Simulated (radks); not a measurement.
Values are calculated unless marked as measured or tabulated.
Question: All-electron atom: the beryllium ion Be+ in 1s1.75 2s1 3s0.25 (fractional occupations, a model configuration). Code: a radial shooting solver on a logarithmic mesh with Libxc functionals. Model: Dirac Kohn-Sham, PBE, spin-unpolarised, spherical densities, finite nucleus; Fermi nuclear charge, rms radius 2.519 fm. Some entries of the table are withheld. Estimate them.

orbital  occ.  eigenvalue (eV)  <r> (bohr)  r(max) (bohr)
1s1/2    1.75        -128.3290         (1)            (2)
2s1/2       1              (3)       2.142            (4)
3s1/2    0.25          -4.6855       5.980            (5)

Answer: 
(1) 1s1/2 <r> (bohr): 0.4106
(2) 1s1/2 r(max) (bohr): 0.2623
(3) 2s1/2 eigenvalue (eV): -15.9111
(4) 2s1/2 r(max) (bohr): 1.773
(5) 3s1/2 r(max) (bohr): 5.521
